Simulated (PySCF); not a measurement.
**A small calculation by hand: dipole moment from atomic charges**

Sn(F)(Cl)2(NH2) (Cl2FH2NSn), SMILES [Cl][Sn]([Cl])([NH2])[F]. Atoms are numbered in the order given.

```xyz
7

N      2.1682    -0.2355    -0.0205
Sn     0.1562    -0.0952     0.1469
F     -0.5385    -0.8793     1.7802
Cl    -0.4925     2.1459     0.1932
Cl    -0.8749    -1.2459    -1.6019
H      2.6375     0.2325     0.7576
H      2.4700    -1.2119    -0.0329
```
Charge 0, spin multiplicity 1.

Geometry: B3LYP-D3(BJ)/def2-SVP. The structure was generated by enumeration; whether it is a known compound was not checked. The def2 effective core potentials stand for the cores of Sn; spin–orbit coupling is left out. One conformer was computed; it need not be the lowest.

Charges (e) from PBE/def2-TZVP in PySCF:

```tsv
atom	Mulliken	ESP fit
N1	-0.663	-0.820
Sn2	1.175	0.630
F3	-0.416	-0.301
Cl4	-0.298	-0.128
Cl5	-0.299	-0.127
H6	0.250	0.374
H7	0.251	0.373
```

The dipole moment of the full density is 2.70 D.

**Question.** What dipole moment does each set of point charges give, and which comes closer to that of the density?

**Answer.** 
μ = Σ q r, and 1 e Å = 4.8032 D.
Mulliken: Σ q r = (0.658, -0.103, 0.048) e Å, |μ| = 3.21 D.
ESP fit: Σ q r = (0.564, -0.084, 0.023) e Å, |μ| = 2.74 D.
ESP fit comes closer in size. Point charges leave out the atoms' own dipoles (lone pairs, polarised bonds); fits to the potential absorb them, partitions of the density don't.
